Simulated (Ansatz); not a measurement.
`[O]=[Mo]([OH])([OH])=[S]`, relaxed with RKS PBE0-D4/def2-TZVP in the Gaussian-basis code of Ansatz from a PBE-D4/def2-SVP geometry. The force threshold is 0.005 eV/Å; the program also tests the step.

Total charge 0; spin multiplicity 1. Mo: def2 effective core potential.

Start:

```xyz
7

O    -0.864    1.564   -0.056
Mo    0.104    0.216    0.283
O    -0.985   -1.288    0.595
O     1.280   -0.099   -1.153
S     1.260    0.601    2.044
H    -1.921   -1.299    0.316
H     1.126    0.305   -2.029
```

```tsv
step	energy (eV)	largest force (eV/Å)	largest move (Å)
1	-18862.0950	1.070	0.000
2	-18862.1425	0.514	0.047
3	-18862.1494	0.103	0.014
4	-18862.1499	0.037	0.009
5	-18862.1501	0.022	0.005
6	-18862.1503	0.037	0.016
7	-18862.1504	0.030	0.006
8	-18862.1504	0.010	0.006
9	-18862.1504	0.006	0.002
10	-18862.1504	0.002	0.000
```

End:

```xyz
7

O    -0.855    1.539   -0.060
Mo    0.100    0.212    0.274
O    -0.979   -1.281    0.572
O     1.260   -0.105   -1.153
S     1.238    0.593    2.012
H    -1.916   -1.286    0.359
H     1.152    0.328   -2.005
```

Hardware: 4 threads of an Arm Neoverse V1 on a shared host. Wall time 34 s, peak host memory 0.46 GiB.
